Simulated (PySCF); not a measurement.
C₅H₉O (SMILES CC(C)(C)[C]=O), doublet (typed; the unrestricted solution is spin-contaminated), at a GFN2-xTB geometry. Base run: HF/STO-3G in PySCF.

Here is a job for PySCF.
```python
from pyscf import gto, scf

mol = gto.Mole()
mol.atom = '''
    C     0.787407    1.416526    0.002472
    C     0.223075    0.007554   -0.227319
    C    -0.927506    0.047206   -1.240977
    C     1.330349   -0.934329   -0.703988
    C    -0.281101   -0.435133    1.117081
    O    -1.345051   -0.321030    1.637403
    H     0.008260    2.090268    0.352004
    H     1.585296    1.394748    0.741019
    H     1.188246    1.802264   -0.932419
    H    -1.335579   -0.949594   -1.392216
    H    -0.566246    0.424826   -2.195545
    H    -1.724439    0.695476   -0.884197
    H     2.138555   -0.971509    0.021857
    H     0.942231   -1.941084   -0.839268
    H     1.730736   -0.588104   -1.654071
'''
mol.basis = 'sto-3g'
mol.charge = 0
mol.spin = 1
mol.verbose = 3
mol.build()

mf = scf.UHF(mol)
mf.kernel()
```

Variants of this job, named by their change:

| change | E (Eh) | HOMO (eV) | dipole (D) | <S^2> | core-seconds (rough) | outcome |
|---|---|---|---|---|---|---|
| base | -266.06559 | -6.78 | 1.78 | 0.894 | 0.9 | converged |
| functional = tpssh | -267.79065 | -1.44 | 1.62 | 0.751 | 20 | converged |
| functional = wb97m_v | - | - | - | - | - | cut at the time limit |
| functional = b3lyp5 | -267.53432 | -1.88 | 1.66 | 0.751 | 10 | converged |
| functional = mn15 | -266.18535 | -2.59 | 1.66 | 0.751 | 20 | converged |
| functional = b3lyp; dispersion = d3bjm | -267.73260 | -1.97 | 1.66 | 0.751 | 10 | converged |
| functional = blyp | -267.54185 | -0.39 | 1.56 | 0.750 | 10 | converged |
| functional = camb3lyp | -267.54983 | -3.70 | 1.69 | 0.751 | 20 | converged |
| functional = lc_wpbe | -267.56344 | -5.17 | 1.68 | 0.752 | 20 | converged |
| functional = pw6b95 | -268.06214 | -2.47 | 1.70 | 0.751 | 20 | converged |
| functional = blyp; dispersion = d3bj | -267.56754 | -0.39 | 1.56 | 0.750 | 10 | converged |
| functional = b3lyp | -267.70721 | -1.97 | 1.66 | 0.751 | 10 | converged |
| functional = bhandhlyp | -267.56943 | -3.98 | 1.79 | 0.752 | 10 | converged |

Totals shift with the method and basis; they matter in differences.

Open shells are given as the SCF converged; they aren't shown to be the lowest states, and a large step between rows can be another state.
